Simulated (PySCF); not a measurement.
[TaCl6]- (charge -1 and singlet state).
Bonds: Ta1–Cl2, Ta1–Cl3, Ta1–Cl4, Ta1–Cl5, Ta1–Cl6, Ta1–Cl7.

The calculation used PBE0-D3(BJ)/def2-SVP geometry optimisation, gas phase, def2 core potentials past Kr in PySCF.

**Question.** How far are the bound atoms from Ta1?

**Answer.** 6 atoms: Cl3 2.370 Å, Cl6 2.370 Å, Cl5 2.370 Å, Cl2 2.370 Å, Cl4 2.370 Å, Cl7 2.370 Å.

**Question.** List the angles at Ta1.

**Answer.** 
| angle | degrees | distance of the outer atoms (Å) |
| --- | --- | --- |
| Cl2–Ta1–Cl3 | 179.8 | 4.74 |
| Cl4–Ta1–Cl5 | 179.7 | 4.74 |
| Cl6–Ta1–Cl7 | 179.6 | 4.74 |
| Cl3–Ta1–Cl7 | 90.3 | 3.36 |
| Cl5–Ta1–Cl6 | 90.3 | 3.36 |
| Cl2–Ta1–Cl4 | 90.2 | 3.36 |
| Cl2–Ta1–Cl5 | 90.1 | 3.35 |
| Cl3–Ta1–Cl6 | 90.0 | 3.35 |
| Cl5–Ta1–Cl7 | 90.0 | 3.35 |
| Cl3–Ta1–Cl4 | 90.0 | 3.35 |
| Cl4–Ta1–Cl6 | 89.9 | 3.35 |
| Cl2–Ta1–Cl6 | 89.9 | 3.35 |
| Cl4–Ta1–Cl7 | 89.8 | 3.35 |
| Cl2–Ta1–Cl7 | 89.8 | 3.35 |
| Cl3–Ta1–Cl5 | 89.7 | 3.34 |

**Question.** What is the shape at Ta1?

**Answer.** Octahedral: the three widest angles are 179.8°, 179.7° and 179.6°, the others run from 89.7° to 90.3°.

**Question.** What are the rotational constants (commonest isotopes, rigid rotor)?

**Answer.** A = 643.7, B = 643.3, C = 642.4 MHz: a spherical top.

Point group: Oh (tolerance 0.08 Å). Charge -1, singlet. The geometry's basis has no diffuse functions, a weakness for an anion. PBE0-D3(BJ)/def2-SVP frequencies: not computed here.
